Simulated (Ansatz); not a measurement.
One change: `[SiH3]C[O][ZnH]` becomes `[SiH3]C[O][AlH][SiH3]`.

Ansatz, PBE0-D4/def2-TZVP geometries, multiplicity 1. Each molecule was computed in one conformer, which needn't be the lowest.

Scalar relativity is left out up to krypton.

```csv
property,`[SiH3]C[O][ZnH]`
size of the dipole moment (PBE/def2-TZVPP) / D,0.63
LUMO energy (PBE/def2-TZVPP) / eV,-1.21
HOMO–LUMO gap (PBE0/def2-TZVPP) / eV,6.63
HOMO energy (ωB97M-V/def2-TZVPP) / eV,-9.37
LUMO energy (ωB97M-V/def2-TZVPP) / eV,0.94
HOMO–LUMO gap (B3LYP/def2-TZVPP) / eV,6.17
```

Problem. Give the same properties after the change, and the shifts. (Estimate.)

Solution. Ansatz gave: 
```csv
property,`[SiH3]C[O][AlH][SiH3]`,shift
size of the dipole moment (PBE/def2-TZVPP) / D,0.79,0.16
LUMO energy (PBE/def2-TZVPP) / eV,-2.27,-1.06
HOMO–LUMO gap (PBE0/def2-TZVPP) / eV,5.99,-0.64
HOMO energy (ωB97M-V/def2-TZVPP) / eV,-9.53,-0.16
LUMO energy (ωB97M-V/def2-TZVPP) / eV,0.14,-0.80
HOMO–LUMO gap (B3LYP/def2-TZVPP) / eV,5.63,-0.54
```

With PBE0 the HOMO falls by 0.44 eV and the LUMO falls by 1.09 eV, so the gap narrows by about 0.65 eV. PBE moves the HOMO by -0.60 eV and ωB97M-V by -0.16 eV. Dipoles are sizes alone; their direction can turn.

B3LYP here is the variant with VWN-RPA as its local correlation; programs differ in this.
